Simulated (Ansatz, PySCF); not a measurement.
Ge(F)2(Cl)(NH2) (ClF2GeH2N), SMILES [NH2][Ge]([F])([F])[Cl].

Geometry: PBE-D3(BJ)/def2-SVP. This is a generated structure with no PubChem entry under its InChIKey; it may be hypothetical. The values are those of a single conformer.

Vertical ionisation energy (IE) and electron affinity (EA) in eV. Rows of orbital energies are one-electron estimates. Where ΔSCF, EOM or ADC give a negative EA the extra electron is unbound and the value depends on the basis.

| level | IE | EA |
|---|---|---|
| −ε(HOMO), −ε(LUMO), CAM-B3LYP/def2-TZVP (PySCF) | 10.46 | 0.20 |
| −ε(HOMO), −ε(LUMO), PBE/def2-TZVP (PySCF) | 7.41 | 2.26 |
| ΔSCF, PBE0/def2-SVPD (Ansatz), final states of multiplicity 2 and 2 | 11.43 | -0.22 |
| ΔSCF, PBE/def2-SVPD (Ansatz), final states of multiplicity 2 and 2 | 11.05 | 0.00 |

Q: What vertical singlet–triplet gap does ΔSCF give with PBE0/def2-SVPD (Ansatz, a quantum-chemistry and plane-wave program) and with PBE/def2-SVPD (Ansatz)? (The exact figures need the calculation; the answer reports its results.)

A: 5.96 and 5.47 eV (triplet above singlet where positive).
